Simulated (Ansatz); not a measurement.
`[Cl][GeH]([Cl])[Br]` + H₂ → `[Cl][GeH2][Cl]` + HBr at 400 K and 1 bar (hydrogenolysis of a Ge–Br bond).

Program: Ansatz. Geometries: PBE0-D4/def2-TZVP. ΔE: electronic, gas phase. CBS: MP2 limit from def2 TZ/QZ plus the TZ coupled-cluster correction, frozen cores. This one scheme is used for every species. For Br, Ge outer-core shells are correlated without core-valence functions, which leaves a few kJ/mol of doubt a bond. Scalar relativity is left out up to krypton.

| species | CCSD(T)/CBS energy (Eh) | H − E (kJ/mol) | S (J/(mol·K)) |
| --- | --- | --- | --- |
| `[Cl][GeH]([Cl])[Br]` | -5569.71077 | 58.2 | 375.6 |
| H₂ | -1.17544 | 38.0 | 139.0 |
| `[Cl][GeH2][Cl]` | -2996.94498 | 70.8 | 321.8 |
| HBr | -2573.91920 | 27.6 | 207.2 |

H − E and S are ideal-gas, rigid-rotor, harmonic terms from PBE0-D4/def2-TZVP. The MP2-based limit puts H₂ 0.8 mEh under its directly extrapolated value; such offsets cancel only in part. 1 Eh = 2625.50 kJ/mol, R = 8.31446 J/(mol·K).

By hand: ΔE, ΔH, ΔS and ΔG.

ΔE = (-2996.94498) + (-2573.91920) − (-5569.71077) − (-1.17544) = 0.02203 Eh = 57.8 kJ/mol. Δ(H − E) = 70.8 + 27.6 − 58.2 − 38.0 = 2.2, so ΔH = 60.0 kJ/mol. ΔS = 321.8 + 207.2 − 375.6 − 139.0 = 14.4 J/(mol·K). ΔG = 60.0 − 400 × (14.4)/1000 = 54.2 kJ/mol.

By hand: the equilibrium constant, and the temperature at which ΔG would vanish if ΔH and ΔS stayed fixed.

log₁₀ K = −ΔG/(RT ln 10) = -7.1. ΔG = 0 at ΔH/ΔS = 4167 K, far beyond where these terms or the molecules hold.

The number of gas molecules stays the same, so ΔS is small and ΔH decides. A doubt of 5 kJ/mol in ΔE shifts log₁₀ K by 0.7 here. These are equilibria of isolated gas molecules and say nothing of rates. Largest T1 diagnostic: 0.009 (customary marks: 0.02 for closed shells, 0.045 for open ones).
